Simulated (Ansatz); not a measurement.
Start from `O=C(O)c1cccc(O)c1` and change one atom or group to get `Cc1cccc(O)c1`.

Ansatz, PBE0-D4/def2-TZVP geometries, multiplicity 1. Each molecule was computed in one conformer, which needn't be the lowest.

```json
{"property": "zero-point energy (PBE0-D4/def2-TZVP) / kJ/mol", "`O=C(O)c1cccc(O)c1`": "316.1"}
{"property": "ideal-gas entropy at 298 K and 1 bar (rigid rotor, harmonic PBE0-D4/def2-TZVP) / J/(mol·K)", "`O=C(O)c1cccc(O)c1`": "377"}
{"property": "size of the dipole moment (PBE/def2-TZVPP) / D", "`O=C(O)c1cccc(O)c1`": "2.77"}
{"property": "LUMO energy (B3LYP/def2-TZVPP) / eV", "`O=C(O)c1cccc(O)c1`": "-1.66"}
{"property": "HOMO energy (PBE/def2-TZVPP) / eV", "`O=C(O)c1cccc(O)c1`": "-5.81"}
{"property": "HOMO energy (PBE0/def2-TZVPP) / eV", "`O=C(O)c1cccc(O)c1`": "-6.87"}
```

Problem. Give the same properties after the change, and the shifts. (Best estimate.)

Solution. Computed: 
```
                                                                                  property  `Cc1cccc(O)c1`  shift
                                            zero-point energy (PBE0-D4/def2-TZVP) / kJ/mol           347.5   31.4
ideal-gas entropy at 298 K and 1 bar (rigid rotor, harmonic PBE0-D4/def2-TZVP) / J/(mol·K)             359    -18
                                            size of the dipole moment (PBE/def2-TZVPP) / D            0.91  -1.86
                                                       LUMO energy (B3LYP/def2-TZVPP) / eV           -0.35   1.31
                                                         HOMO energy (PBE/def2-TZVPP) / eV           -5.37   0.44
                                                        HOMO energy (PBE0/def2-TZVPP) / eV           -6.42   0.45
```

With PBE0 the HOMO rises by 0.45 eV and the LUMO rises by 1.32 eV, so the gap widens by about 0.87 eV. PBE moves the HOMO by 0.44 eV and ωB97M-V by 0.43 eV. Dipoles are sizes alone; their direction can turn. Modes under 60 cm⁻¹, often nearly free rotors, make the harmonic entropy too high.

Positive LUMOs are unbound, so they and the gaps depend on the basis.

B3LYP here is the variant with VWN-RPA as its local correlation; programs differ in this.
